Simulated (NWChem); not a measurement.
C3H2F2; SMILES FC=C=CF

All runs: NWChem. Structure relaxed at the PBE0/def2-SVP level. Level MN15/def2-SVP: energy and gradient on several grids; changes count from the extra-fine grid, which is no exact limit either.

Which is the coarsest grid (xfine; coarse; medium; fine; xcoarse) from which on the energy stays within 50 μHa and each gradient component within 100 μHa/bohr of xfine?

medium.
```json
[
 {"grid": "xcoarse", "size of the energy change (μHa)": "80000", "largest change of a gradient component (μHa/bohr)": "3000"},
 {"grid": "coarse", "size of the energy change (μHa)": "2000", "largest change of a gradient component (μHa/bohr)": "100"},
 {"grid": "medium", "size of the energy change (μHa)": "< 10", "largest change of a gradient component (μHa/bohr)": "< 30"},
 {"grid": "fine", "size of the energy change (μHa)": "< 10", "largest change of a gradient component (μHa/bohr)": "< 30"},
 {"grid": "xfine", "size of the energy change (μHa)": "< 10", "largest change of a gradient component (μHa/bohr)": "< 30"}
]
```
